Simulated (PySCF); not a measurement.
C₃H₃, SMILES c1c[cH+]1, charge +1. The structure is a stationary point at PBE-D3(BJ)/def2-TZVP.

Computed equilibrium geometry at PBE-D3(BJ)/def2-TZVP (PySCF confirms it by a frequency run) as Cartesian coordinates in Å, and its point group:
point group D3h.
```xyz
6

C      0.7895     0.0000     0.0000
C     -0.3948     0.6838     0.0000
C     -0.3948    -0.6838     0.0000
H      1.8794     0.0000     0.0000
H     -0.9397     1.6276     0.0000
H     -0.9397    -1.6276     0.0000
```
Charge +1, spin multiplicity 1.
